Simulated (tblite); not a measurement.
C4H2Cl2F (doublet state).
Numbering: `[F:1][C@@:2]1([Cl:3])[CH:4]=[C:5]1[CH:6][Cl:7]` (hydrogens: H8 on C4; H9 on C6)

Structure used (GFN2-xTB), in Å, numbered top down from 1:
```
atom  x, y, z in Å
F1    -1.141    1.839   -0.622
C2    -1.038    0.620   -0.014
Cl3   -2.069    0.618    1.431
C4    -0.795   -0.591   -0.789
C5     0.241   -0.121   -0.043
C6     1.517   -0.178    0.418
Cl7    2.564   -1.437   -0.027
H8    -1.192   -1.308   -1.462
H9     1.927    0.563    1.084
```

Computed values, GFN2-xTB/tblite, gas phase, harmonic and unscaled. The method is semi-empirical: single wavenumbers can be off by several per cent or more. One conformer, not necessarily the lowest. Open shells enter through the occupations alone, without spin polarisation, and single modes of such species can be off by tens of per cent.

Harmonic wavenumbers (cm⁻¹): 71.7, 129.3, 188.9, 238.2, 305.0, 364.1, 448.7, 491.1, 538.3, 610.9, 648.1, 774.7, 874.3, 889.2, 956.8, 1127.7, 1223.4, 1277.1, 1703.4, 3089.3, 3249.7.

A = 4162, B = 814.3, C = 758.8 MHz; mass 138.952 u (most abundant isotopes); point group C1, symmetry number 1; spin multiplicity 2.

Zero-point energy?

½Σν̃ = 9600 cm⁻¹ = 27.45 kcal/mol.

Give the ideal-gas entropy at 400 K and 1 bar in the rigid-rotor, harmonic-oscillator model (classical rotation).

Translation 42.18, rotation 30.09, vibration 23.58, spin (R ln 2) 1.38: S = 97.2 cal/(mol K).

And Cp and H(400 K) − H(0)?

Cp = 31.82 cal/(mol K), of which vibrations give 23.87 (their classical limit is 21 R = 41.7); H(400 K) − H(0) = 8.27 kcal/mol without the zero-point energy, 5.09 from vibrations.

Which modes carry the vibrational entropy at 400 K?

71.7 cm⁻¹: 4.69; 129.3 cm⁻¹: 3.53; 188.9 cm⁻¹: 2.79; 238.2 cm⁻¹: 2.35; 305.0 cm⁻¹: 1.90; 364.1 cm⁻¹: 1.59 cal/(mol K); the other 15 give 6.73 together.

How do the functions run with temperature in this model?

| T (K) | S (cal/(mol K)) | Cp (cal/(mol K)) | H − H(0) (kcal/mol) | G − H(0) (kcal/mol) | ln q(vib) |
| --- | --- | --- | --- | --- | --- |
| 150 | 73.2 | 18.0 | 1.87 | -9.12 | 1.45 |
| 250 | 84.0 | 24.6 | 4.00 | -17.00 | 3.03 |
| 298.15 | 88.6 | 27.2 | 5.25 | -21.15 | 3.81 |
| 600 | 111.3 | 37.5 | 15.26 | -51.53 | 8.54 |
| 900 | 127.5 | 42.0 | 27.27 | -87.48 | 12.60 |

q(vib) and H(0) count from the zero-point level.

What must be added to the electronic energy to get the Gibbs energy at 400 K and 1 bar?

ZPE + [H(400 K) − H(0)] − T·S = 27.45 + 8.27 − 38.89 = -3.17 kcal/mol.

Blend soft modes into free rotors: weight 1/[1 + (100 cm⁻¹/ν̃)⁴] for the oscillator and the rest for a rotor with moment μB/(μ + B), μ = h/(8π²ν), B = 10⁻⁴⁴ kg m². What vibrational entropy results?

22.44 cal/(mol K) in place of 23.58, which changes −T·S at 400 K by +0.46 kcal/mol.

Hindered rotation and anharmonicity are outside this model. Other conformers, if any are populated, would add a mixing term that is left out. The structure is chiral; the term R ln 2 for an equal mix with its mirror image is left out.
